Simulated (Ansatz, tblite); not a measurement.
Isomers of ZnCu$_{2}$⁻ (doublet), found by a short tight-binding search and relaxed with r2SCAN-D4/def2-TZVPD in Ansatz.

The xTB rows come from tblite. B3LYP takes the VWN-RPA correlation. Correlated methods freeze 27 core orbitals. In CCSD on the charge -1 doublet the largest single amplitude is 0.17, so its Hartree–Fock determinant may place the open shell otherwise than the density functionals do.

Run but left out: HF/def2-TZVPD, MP2/def2-TZVPD (A: ⟨S²⟩ 1.24, where a pure state has 0.75).

A: At PBE-D4/def2-TZVPD, r2SCAN-D4/def2-TZVPD, B3LYP-D4/def2-TZVPD the highest occupied level of the charge -1 doublet lies above zero (up to 0.45 eV). By energy differences its removal costs 1.63 eV (vertical, to the charge 0 singlet, at PBE-D4/def2-TZVPD); a positive level beside a positive removal energy at the same level points to self-interaction error. At CCSD(T)/def2-TZVPD T1 of the charge -1 doublet is large (up to 0.051), so the single-reference result is doubtful. At CCSD(T)/def2-TZVPD the charge -1 doublet is spin-contaminated (final ⟨S²⟩ up to 1.24, 0.75 for a pure state). B: At PBE-D4/def2-TZVPD, r2SCAN-D4/def2-TZVPD, B3LYP-D4/def2-TZVPD, PBE0-D4/def2-TZVPD and others the highest occupied level of the charge -1 doublet lies above zero (up to 0.90 eV). It is a level of α spin, whose loss leaves a singlet; that state wasn't run at this geometry and level. The electron is either unbound and held by the finite basis, or the level is raised by self-interaction error. At r2SCAN0-D4/def2-TZVPD, CCSD(T)/def2-TZVPD the charge -1 doublet is spin-contaminated (final ⟨S²⟩ up to 1.10, 0.75 for a pure state).

Other spin states were run for one of them alone.

A:

```xyz
3

Cu    0.707   -0.495    1.073
Cu    0.809    0.512   -0.999
Zn   -1.516   -0.017   -0.074
```

B:

Cartesian coordinates in Å:
```
Cu 0.879 1.822 -1.287
Cu -0.877 -1.825 1.284
Zn -0.002 0.002 0.002
```

Question: Estimate their order by electronic energy at PBE0-D4/def2-TZVPD, counted from the lowest.

Answer: A (0.0) < B (5.8), in kJ/mol.

Question: Do the other levels pick the same lowest one?

Answer: All that were run do. Energies above each level's lowest (kJ/mol):

| level | A | B |
| --- | --- | --- |
| GFN2-xTB | 0.0 | 30.3 |
| PBE-D4/def2-TZVPD | 0.0 | 9.5 |
| r2SCAN-D4/def2-TZVPD | 0.0 | 15.2 |
| B3LYP-D4/def2-TZVPD | 0.0 | 1.9 |
| PBE0-D4/def2-TZVPD | 0.0 | 5.8 |
| r2SCAN0-D4/def2-TZVPD | 0.0 | 8.3 |
| CCSD/def2-TZVPD | 0.0 | 3.0 |
| CCSD(T)/def2-TZVPD | 0.0 | 10.1 |
Point groups (tolerance 0.1 Å): A not assigned, B D∞h. Lower isomers may exist.
